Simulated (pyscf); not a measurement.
## O=W(=O)=O (SMILES [O]=[W](=[O])=[O]), singlet

Gas-phase minimum from PySCF at ωB97X-D3(BJ)/def2-SVP, one conformer. 

SMILES: [O]=[W](=[O])=[O]
```xyz
4

O      1.6422    -0.6137    -0.6569
W      0.1597    -0.0503    -1.3043
O     -0.1020     1.5298    -0.6966
O     -1.0852    -1.0521    -0.6876
```

Bonded distances (Å): O1–W2 1.713, W2–O3 1.713, W2–O4 1.713. Angles (°): O1–W2–O3 107.6, O1–W2–O4 107.5, O3–W2–O4 107.5.

Properties at ωB97X-D3(BJ)/def2-SVP:

```yaml
harmonic_wavenumbers_unscaled: 291, 350, 351, 991, 991, 1071 cm⁻¹
zero_point_energy: 5.8 kcal/mol
rotational_symmetry_number: 3
Entropy of this conformer at 298 K and 1 atm, rigid rotor and harmonic oscillator, modes under 100 cm⁻¹ raised to 100: 289.0 J/(mol K)
dipole_moment: 6.00 D
```

Single-point totals, which compare only within one level:

| level | total energy (hartree) |
|---|---|
| ωB97X-D3(BJ)/def2-TZVP | -292.97729 |
| PBE/def2-TZVP | -292.79177 |
| r²SCAN/def2-TZVP | -292.89174 |
| B3LYP-D3(BJ)/def2-TZVP | -292.97206 |
| PBE0-D3(BJ)/def2-TZVP | -292.69409 |
| M06-2X/def2-TZVP | -292.71985 |
| ωB97M-D3(BJ)/def2-TZVP | -292.93627 |

Elements past Kr carry the def2 core potentials, without spin-orbit coupling.
